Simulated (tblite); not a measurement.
Compound: 2-ethoxy-2-oxo-1,3,2-dioxaphospholane, C4H9O4P.
Bonds: C1–C2, C2–O3, O3–P4, P4–O5 (double), P4–O6, O6–C7, C7–C8, C8–O9, P4–O9. Hydrogens: H10, H11, H12 on C1; H13, H14 on C2; H15, H16 on C7; H17, H18 on C8.

Computed with GFN2-xTB (tblite), gas phase: L-BFGS steps from a force-field or distance-geometry start until the largest atomic force falls under 0.01 eV/Å.

Step 56: E = -873.0691 eV
```
atom  x, y, z in Å  |  force x, y, z in eV/Å
C1      2.7331   -0.9919   -0.3093   -0.058   0.064  -0.030
C2      1.9821    0.3233   -0.1436    0.084  -0.024  -0.015
O3      0.5816    0.0808   -0.2064    0.113  -0.033  -0.034
P4     -0.4074    0.6994    0.8925    0.018  -0.013  -0.094
O5      0.2268    1.3361    2.0298   -0.028  -0.007  -0.056
O6     -1.4219   -0.5158    1.1638   -0.052  -0.047   0.023
C7     -2.4082   -0.5911    0.1592   -0.031  -0.001   0.002
C8     -2.2966    0.7000   -0.6958    0.010  -0.024   0.001
O9     -1.4281    1.5697   -0.0079   -0.080   0.086   0.037
H10     2.5153   -1.4263   -1.2842   -0.030   0.006   0.079
H11     2.4209   -1.6876    0.4651    0.058  -0.016  -0.006
H12     3.8048   -0.8202   -0.2400   -0.061   0.010   0.054
H13     2.2351    1.0062   -0.9631    0.013   0.028   0.074
H14     2.2134    0.8002    0.8167    0.019  -0.047  -0.115
H15    -3.3788   -0.6704    0.6563   -0.021   0.025  -0.004
H16    -2.2418   -1.4826   -0.4510    0.010   0.021  -0.019
H17    -3.2567    1.2082   -0.8173    0.023  -0.025   0.050
H18    -1.8826    0.4681   -1.6832    0.010  -0.004   0.050
```

Step 57: E = -873.0479 eV
```
atom  x, y, z in Å  |  force x, y, z in eV/Å
C1      2.6898   -0.9894   -0.2876   -0.009  -0.029   0.140
C2      1.9863    0.3676   -0.1975    0.133  -0.091  -0.047
O3      0.5747    0.1994   -0.3202    0.093   0.151   0.308
P4     -0.3909    0.6937    0.8829    0.090   0.000  -0.171
O5      0.2614    1.2694    2.0476   -0.109  -0.130  -0.358
O6     -1.3442   -0.5866    1.1179   -0.187   0.110  -0.214
C7     -2.3977   -0.6092    0.1698   -0.032  -0.045  -0.003
C8     -2.2803    0.6862   -0.6771    0.046   0.057  -0.050
O9     -1.4805    1.5830    0.0760   -0.063  -0.316  -0.023
H10     2.5351   -1.4149   -1.2842    0.030   0.022   0.275
H11     2.2635   -1.6690    0.4679    0.245   0.271  -0.335
H12     3.7724   -0.8768   -0.1130   -0.539  -0.004  -0.050
H13     2.3112    1.0203   -1.0253   -0.072  -0.113   0.244
H14     2.1862    0.8537    0.7659    0.086  -0.038  -0.158
H15    -3.3505   -0.6440    0.7179    0.179   0.001  -0.050
H16    -2.3062   -1.5048   -0.4603   -0.006   0.167   0.114
H17    -3.2533    1.1647   -0.8594    0.249  -0.114   0.078
H18    -1.7859    0.4626   -1.6395   -0.132   0.101   0.299
```

Step 58: E = -873.0726 eV
```
atom  x, y, z in Å  |  force x, y, z in eV/Å
C1      2.7210   -0.9893   -0.3046   -0.046   0.036  -0.015
C2      1.9814    0.3318   -0.1569    0.087  -0.001   0.019
O3      0.5808    0.1069   -0.2333    0.075  -0.048  -0.087
P4     -0.4014    0.6960    0.8854   -0.006   0.007  -0.050
O5      0.2371    1.3205    2.0267   -0.011  -0.005  -0.039
O6     -1.4010   -0.5339    1.1489   -0.071  -0.049   0.047
C7     -2.4051   -0.5951    0.1619   -0.043   0.016  -0.027
C8     -2.2928    0.6962   -0.6906    0.016  -0.003   0.002
O9     -1.4384    1.5699    0.0102   -0.086   0.086   0.025
H10     2.5161   -1.4269   -1.2793   -0.006   0.004   0.029
H11     2.3908   -1.6807    0.4640    0.011  -0.038   0.047
H12     3.7905   -0.8277   -0.2070   -0.004   0.016   0.006
H13     2.2516    1.0116   -0.9720    0.017   0.028   0.038
H14     2.2026    0.8077    0.8042    0.059  -0.014  -0.058
H15    -3.3715   -0.6611    0.6691   -0.004   0.003   0.023
H16    -2.2562   -1.4847   -0.4538   -0.005  -0.013  -0.028
H17    -3.2544    1.1995   -0.8208    0.038  -0.038   0.023
H18    -1.8601    0.4655   -1.6705   -0.021   0.014   0.045
```

**Question.** Estimate the geometry and energy of step 59. (The exact step hangs on the optimiser's Hessian estimate; all steps are aligned on step 58, rigid shifts and turns removed.)

**Answer.** E = -873.0741 eV, largest force 0.082 eV/Å
```
atom  x, y, z in Å  |  force x, y, z in eV/Å
C1      2.7170   -0.9890   -0.3028   -0.025   0.013  -0.002
C2      1.9828    0.3353   -0.1617    0.061  -0.002   0.010
O3      0.5811    0.1164   -0.2439    0.047  -0.020  -0.056
P4     -0.4003    0.6954    0.8833   -0.003   0.002  -0.047
O5      0.2393    1.3144    2.0273   -0.008  -0.011  -0.056
O6     -1.3957   -0.5396    1.1454   -0.056  -0.028   0.023
C7     -2.4048   -0.5965    0.1628   -0.038   0.011  -0.026
C8     -2.2915    0.6947   -0.6888    0.016   0.011   0.001
O9     -1.4443    1.5718    0.0180   -0.067   0.042   0.023
H10     2.5177   -1.4262   -1.2789   -0.002   0.004   0.034
H11     2.3789   -1.6794    0.4644    0.010  -0.017   0.028
H12     3.7868   -0.8320   -0.1959   -0.017   0.014  -0.004
H13     2.2591    1.0134   -0.9764    0.014   0.017   0.038
H14     2.2013    0.8117    0.7989    0.065  -0.004  -0.036
H15    -3.3695   -0.6584    0.6746    0.006  -0.002   0.016
H16    -2.2613   -1.4860   -0.4548   -0.013  -0.009  -0.019
H17    -3.2541    1.1947   -0.8238    0.040  -0.037   0.016
H18    -1.8511    0.4655   -1.6660   -0.030   0.017   0.056
```

The energy changes by -0.0015 eV. The first-order estimate −F·Δx gives -0.0017 eV and the mean of the old and new forces, exact on a quadratic surface, -0.0015 eV. The step makes an angle of 80° with the force vector and moves no atom by more than 0.014 Å.

What follows is the cost of the whole relaxation. Time: 1.1 s. Hardware: one thread, Intel Xeon Platinum 8488C (x86_64), no GPU, shared host.
